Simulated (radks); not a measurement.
Results of a calculation; reference values are marked as such.
Task: Bi, 83 electrons, occupied as [Hg] 6p3 (the NIST ground configuration). Code: a radial shooting solver on a logarithmic mesh with Libxc functionals. Model: Dirac Kohn-Sham, exchange-only LDA, spin-unpolarised, spherical densities, finite nucleus; open shells fill j = l - 1/2 first; Fermi nuclear charge, rms radius 5.5211 fm. Some entries of the table are withheld. Estimate them.

orbital,occ.,eigenvalue (eV),<r> (bohr)
1s1/2,2,-90377.23,0.01581
2s1/2,2,-16224.31,0.06583
2p1/2,2,-15600.58,0.05390
2p3/2,4,-13283.71,0.06294
3s1/2,2,-3913.478,0.1712
3p1/2,2,-3629.062,0.1616
3p3/2,4,-3110.457,0.1781
3d3/2,4,-2639.581,(1)
3d5/2,6,-2529.527,(2)
4s1/2,2,-895.3280,0.3773
4p1/2,2,-771.3452,0.3779
4p3/2,4,-643.2970,0.4128
4d3/2,4,-440.4270,0.4164
4d5/2,6,-416.5226,0.4275
5s1/2,2,(3),0.8314
4f5/2,6,-152.9464,0.4383
4f7/2,8,-147.4553,0.4444
5p1/2,2,(4),0.8847
5p3/2,4,(5),0.9755
5d3/2,4,-26.7498,(6)
5d5/2,6,-23.7498,(7)
6s1/2,2,-12.9601,(8)
6p1/2,2,-4.7493,2.822
6p3/2,1,-2.9396,3.343

Result: 
(1) 3d3/2 <r> (bohr): 0.1545
(2) 3d5/2 <r> (bohr): 0.1595
(3) 5s1/2 eigenvalue (eV): -155.0501
(4) 5p1/2 eigenvalue (eV): -111.8523
(5) 5p3/2 eigenvalue (eV): -86.9877
(6) 5d3/2 <r> (bohr): 1.215
(7) 5d5/2 <r> (bohr): 1.261
(8) 6s1/2 <r> (bohr): 2.195
